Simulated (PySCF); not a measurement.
Be(Me)2 (C2H6Be), SMILES [Be]([CH3])[CH3]. Heavy atoms are numbered as in [Be:1]([CH3:2])[CH3:6]. Hydrogens are named by the atom that carries them.

Geometry optimised at r2SCAN-D4/def2-TZVP. The isomer is the one that the SMILES or the coordinates give; other isomers of the formula were not compared.

Method: PBE/pcSseg-2 run with PySCF.

GIAO shieldings, no solvent; atoms alike by connectivity are averaged. δ = σ(ref) − σ: ¹³C against TMS (σ = 181.4 ppm); ¹H against TMS (σ = 31.47 ppm), references at their B3LYP-D3(BJ)/def2-TZVP geometries, non-relativistic.

```json
[
 {"nucleus": "¹³C", "atoms": "C2 (CH3)", "count": "2", "δ (ppm)": "-14.7"},
 {"nucleus": "¹H", "atoms": "H on C2", "count": "6", "δ (ppm)": "-0.71"}
]
```
